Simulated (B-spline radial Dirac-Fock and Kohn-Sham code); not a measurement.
Kohn-Sham estimates against Dirac-Fock for the levels of Sb⁵⁺

System: antimony as Sb⁵⁺, configuration 1s2 2s2 2p6 3s2 3p6 3d10 4s2 4p6 4d9 5s1 (an excited configuration).

The density-functional columns are spherical, spin-unpolarised Dirac-Kohn-Sham results without Breit or QED terms: −ε is minus the orbital energy of the initial state and ΔSCF the difference of two total energies. The reference in the last column comes from multi-electron Dirac-Fock with separately optimised hole states, Breit and Lamb-shift corrections added in first order. All numbers are from an atomic code on a B-spline grid, in eV; a selection of levels is shown. The Kohn-Sham columns are given as differences from the reference. For the 1s level of heavy atoms much of the gap between ΔSCF and the reference is the Breit and QED part, -102.4 eV here; for other levels the error of the functional can be larger.

| level | LDA −ε − DF | LDA ΔSCF − DF | Dirac-Fock |
| --- | --- | --- | --- |
| K | -254.6 | +92.9 | 30569.5 |
| L1 | -115.1 | -51.0 | 4784.2 |
| L2 | -86.0 | -6.7 | 4461.0 |
| L3 | -88.9 | -14.5 | 4212.5 |
| M1 | -57.9 | -34.2 | 1025.7 |
| M2 | -46.1 | -21.8 | 893.5 |
| M3 | -45.6 | -22.1 | 846.6 |
| M4 | -28.1 | -2.3 | 615.5 |
| N2 | -18.2 | -6.7 | 189.5 |
| N3 | -18.3 | -7.0 | 180.7 |
| N4,5 | -8.8 | +1.4 | 104.6 |
| O1 | -3.3 | +2.6 | 67.48 |

Values without a named source are computed, but for edge energies of neutral atoms, which are taken from tables.
